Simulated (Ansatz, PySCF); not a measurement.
Reaction R1 + R2 → P1, each structure at its B3LYP-D3(BJ)/def2-TZVP stationary point, reached from a drawn start (curvature not checked).
R1: C atom, charge 0, multiplicity 3.
P1, CH2O (SMILES C=O) (charge 0, multiplicity 1, Z-matrix in Å and degrees):
```
C
O 1 1.1989
H 1 1.1075 2 122.05
H 1 1.1075 3 115.91 2 -180.00
```
R2: H2O (SMILES O), charge 0, multiplicity 1.

P less R. No zero-point or thermal terms; singlets are restricted closed shells; open shells are unrestricted; no spin–orbit coupling.

Frozen-core correlation throughout. CBS: X⁻³ extrapolation of the correlation energy, Hartree–Fock from the larger set.

The values were computed with Ansatz (Gaussian basis) for Hartree–Fock, density functionals and correlated methods; PySCF for M06-2X. No computed number here is a measurement.

### Question
Estimate the reaction energy that r2SCAN/def2-TZVPP returns for this input.

### Answer
-604 kJ/mol

### Question
Predict the reaction energy from CCSD(T)/CBS(cc-pVTZ, cc-pVQZ).

### Answer
-589 kJ/mol

### Question
What is the computed reaction energy (M06-2X/def2-TZVPP)?

### Answer
-599 kJ/mol

Ansatz is an electronic-structure program.
